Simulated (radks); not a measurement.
The numbers below are computed, except where a source is named.
Ionisation of Pd44+, [He], to Pd45+, 1s1, under several functionals. Dirac Kohn-Sham, spin-unpolarised, spherical densities, point nucleus; a radial shooting solver on a logarithmic mesh with Libxc functionals.

PBE: E(Pd44+) (hartree) -2148.86730; Exc (hartree) -29.33642; IE (eV) 28898; -e(HOMO) (eV) 28536; <r> HOMO (bohr) 0.03164; IE error (eV) +122.0
BP86: E(Pd44+) (hartree) -2149.42580; Exc (hartree) -29.89884; IE (eV) 28904; -e(HOMO) (eV) 28542; <r> HOMO (bohr) 0.03163; IE error (eV) +128.1
AM05: E(Pd44+) (hartree) -2146.34340; Exc (hartree) -26.79523; IE (eV) 28864; -e(HOMO) (eV) 28503; <r> HOMO (bohr) 0.03166; IE error (eV) +88.0
PW91: E(Pd44+) (hartree) -2148.98579; Exc (hartree) -29.45567; IE (eV) 28900; -e(HOMO) (eV) 28538; <r> HOMO (bohr) 0.03164; IE error (eV) +124.4
SOGGA: E(Pd44+) (hartree) -2147.50352; Exc (hartree) -27.96342; IE (eV) 28880; -e(HOMO) (eV) 28519; <r> HOMO (bohr) 0.03165; IE error (eV) +104.4

NIST Atomic Spectra Database: 28776.0 eV (theoretical). Closest: AM05. The Delta-SCF values span 40.11 eV, the total energies 3.08 hartree. The highest occupied level is 1s1/2. Spin polarisation and multiplet splitting are left out, so open shells lie too high by an amount that depends on their filling. Nuclear size, the Breit interaction and QED, all absent here, shift the 1s and 2s values of heavy ions.

Beside tabulated values, note that spin-unpolarised runs miss the spin-polarisation part of the exchange energy of open shells.
